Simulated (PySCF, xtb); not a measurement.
C5H7F, SMILES CC1=CC[C@@H]1F.

Harmonic wavenumbers (cm⁻¹) from GFN2-xTB run with xtb at its own minimum, in rising order: 116, 181, 207, 304, 410, 550, 677, 775, 848, 942, 981, 998, 1011, 1033, 1073, 1102, 1150, 1197, 1223, 1266, 1298, 1392, 1449, 1462, 1469, 1725, 2928, 2991, 2997, 3011, 3014, 3043, 3134.

### Question
What does PBE-D3(BJ)/def2-SVP (PySCF 2.14.0) give at its own minimum? (An estimate is asked for; the answer gives what the named calculation found.)

### Answer
146, 181, 207, 300, 416, 559, 651, 760, 842, 910, 920, 945, 1003, 1009, 1055, 1111, 1154, 1175, 1207, 1274, 1318, 1339, 1392, 1398, 1406, 1677, 2956, 2959, 2975, 3030, 3038, 3072, 3115. Paired by order, the mean absolute difference is 25 cm⁻¹ and the zero-point energies are 65.7 and 65.0 kcal/mol.
